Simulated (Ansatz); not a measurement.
Relaxed structures of CH2SeSi, closed shell (PBE0-D4/def2-TZVP; forces vanish, vibrations not checked; lower isomers may exist, and structures with a doubtful reference or unclear bonds are left out; Å). Ansatz 0.2.0; basis: def2-TZVPP; cores frozen in the correlated methods. Filled d shells of the heavier atoms are correlated. The def2 sets are not built for correlating such inner shells, so the correlated values are less sure here.

(1) Rank them by CCSD(T) energy, lowest first, and give each one's height above the lowest. Links in brackets join atoms within 1.22 times the sum of their covalent radii (1.1 for two metals). (To be estimated.)
A.
CH₂SeSi ([CH]1[SiH][Se]1)
```
5
angstrom
Si 0.4051 1.1335 -0.5417
C -0.6136 -0.2112 0.1899
Se -0.0810 -1.2953 -1.1278
H -1.2976 -0.5127 0.9776
H 1.5301 0.8927 0.4631
```
B.
CH₂SeSi ([Si][C][SeH2])
```
5
angstrom
Si -0.6816 -1.7978 -1.0519
C 0.0748 -0.4029 -0.6159
Se 0.5316 1.2492 -0.1564
H 1.7291 1.6047 -0.9992
H 1.4680 1.1162 1.0167
```
C.
CH₂SeSi ([CH]1[Si][SeH]1)
```
5
angstrom
Si -0.0048 -1.2543 -1.1853
C -0.6780 -0.4332 0.1577
Se 0.3879 1.0806 -0.4129
H -1.3177 -0.3229 1.0196
H 1.6127 0.9297 0.4208
```

T1 diagnostic: at most 0.023. The restricted Hartree–Fock reference is unstable towards an unrestricted one at one or more of these structures.

## Answers

(1) Computed: C (0.0 kJ/mol), A (33.0 kJ/mol), B (230.8 kJ/mol). Heights count from the lowest.

For scale, one of the runs: CCSD(T)/def2-TZVPP, 149 basis functions, launched by `ansatz run in.yaml --threads 2 --pin off --events-out ev --progress --plain --max-ram 4352MiB`. The run took 120 s on 2 CPU threads of an AMD EPYC 7571 (shared host), with 0.93 GiB of host memory at its peak.
